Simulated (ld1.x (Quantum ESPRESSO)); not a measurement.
**Cl: excitation energies, all-electron against ultrasoft**

Cl, ultrasoft, made with ld1.x (Quantum ESPRESSO) 7.5 (PBE, scalar-relativistic). Core [Ne], reference 3s2 3p5. Waves: 3s (bound): rcut 1.05, rcutus 1.45 bohr; 3s channel at 3.25 Ry: rcut 1.05, rcutus 1.45 bohr; 3p (bound): rcut 1.25, rcutus 1.55 bohr; 3p channel at 2.85 Ry: rcut 1.25, rcutus 1.55 bohr. Local part: all-electron potential smoothed inside 1.20 bohr (lloc = -1). Core correction: none. Augmentation charge: PSQ, inside the norm-conserving radii.

Energies are relative to the spin-unpolarised reference configuration 3s2 3p5; without spin polarisation the order of configurations can differ from experiment. The frozen-core shift is the all-electron ΔE with the core orbitals held at their reference shape minus the fully relaxed ΔE.

| valence configuration | charge | ΔE all-electron (eV) | error AE − PS (meV) | frozen-core shift (meV) |
| --- | --- | --- | --- | --- |
| 3s2 3p4 | +1 | 13.875 | -0.6 | +1.2 |
| 3s2 3p2 | +3 | 77.630 | +33 | +32 |
| 3s2 3p1 | +4 | 129.873 | +121 | +90 |
| 3s1 3p5 | +1 | 26.584 | +17 | +1.9 |
| 3s2 3p5.3 | -0.3 | -2.138 | +0.2 | 0.0 |

Task: What are ΔE and the potential's error for 3s2 3p4.5?

Result: ΔE = 5.583 eV all-electron; the error (AE − PS) is -0.5 meV.

Task: What are ΔE and the potential's error for 3s2 3p3?

Result: ΔE = 39.322 eV all-electron; the error (AE − PS) is +4.7 meV.
